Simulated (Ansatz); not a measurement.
Frontier orbitals of CH2I2 (`ICI`).

Charge 0, multiplicity 1. Correlated methods include outer-core shells of I, which these sets cover unevenly. I: def2 effective core potential. All single points use the PBE0-D4/def2-TZVP geometry. Basis def2-TZVPP, Ansatz 0.2.0.

Orbital energies of one run (eV). Highest occupied ones, from the top: -8.58, -8.87, -9.04, -9.18, -11.89, -12.73, -14.81, -19.24, -21.24, -23.78, -54.00, -54.00, -54.00, -54.00. Empty: -0.78, 0.63, 2.45, 3.05, 4.52, 4.59.

Question: Which functional gave them?
A. ωB97M-V
B. revPBE
C. LDA (SPW92)
D. CAM-B3LYP

Answer: D. HOMO energies: CAM-B3LYP -8.58, revPBE -6.20, LDA (SPW92) -6.42, ωB97M-V -9.44 eV.
